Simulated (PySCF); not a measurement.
Multinuclear NMR of C8H7F

Molfile (atoms numbered from 1):
```
C8H7F
     RDKit          3D

 16 16  0  0  0  0  0  0  0  0999 V2000
    2.3447   -1.5125    0.6766 C   0  0  0  0  0  0  0  0  0  0  0  0
    1.8299   -0.5897   -0.1312 C   0  0  0  0  0  0  0  0  0  0  0  0
    0.4611   -0.0741   -0.1252 C   0  0  0  0  0  0  0  0  0  0  0  0
    0.1407    1.0103   -0.9424 C   0  0  0  0  0  0  0  0  0  0  0  0
   -1.1370    1.5450   -0.9702 C   0  0  0  0  0  0  0  0  0  0  0  0
   -2.1064    0.9787   -0.1687 C   0  0  0  0  0  0  0  0  0  0  0  0
   -3.3467    1.4813   -0.1870 F   0  0  0  0  0  0  0  0  0  0  0  0
   -1.8344   -0.1017    0.6516 C   0  0  0  0  0  0  0  0  0  0  0  0
   -0.5537   -0.6201    0.6650 C   0  0  0  0  0  0  0  0  0  0  0  0
    3.3780   -1.8191    0.5775 H   0  0  0  0  0  0  0  0  0  0  0  0
    1.7687   -1.9900    1.4613 H   0  0  0  0  0  0  0  0  0  0  0  0
    2.4777   -0.1469   -0.8844 H   0  0  0  0  0  0  0  0  0  0  0  0
    0.9123    1.4459   -1.5678 H   0  0  0  0  0  0  0  0  0  0  0  0
   -1.3868    2.3876   -1.6025 H   0  0  0  0  0  0  0  0  0  0  0  0
   -2.6245   -0.5235    1.2603 H   0  0  0  0  0  0  0  0  0  0  0  0
   -0.3429   -1.4735    1.2980 H   0  0  0  0  0  0  0  0  0  0  0  0
  1  2  2  0
  2  3  1  0
  3  4  1  0
  4  5  2  0
  5  6  1  0
  6  7  1  0
  6  8  2  0
  8  9  1  0
  9  3  2  0
  1 10  1  0
  1 11  1  0
  2 12  1  0
  4 13  1  0
  5 14  1  0
  8 15  1  0
  9 16  1  0
M  END
```

How the numbers were obtained: shielding tensors at B97-2/pcSseg-2 (GIAO), geometry from PBE0-D3(BJ)/def2-TZVP, in PySCF (fast rotation and ring inversion assumed for equivalent nuclei, one conformer, gas phase, no relativistic terms).

Predict the ¹⁹F NMR data.

Answers


```
atoms    environment  σ (ppm)  δ (ppm)
   F7  aryl fluorine    291.8   -113.7
```

Shieldings were converted by a linear fit to measured shifts: ¹⁹F (scatter 4.2 ppm rms, 5.7 ppm with the 8 outliers that the fit left out vs CFCl3, solution or neat liquid, with a term for F on sp3 carbon). Occasional misses reach two or three times the rms, and more in compound classes unlike the fitted ones.

On a 600 MHz spectrometer ¹⁹F resonates near 564.6 MHz, so 1 ppm is 564.6 Hz.
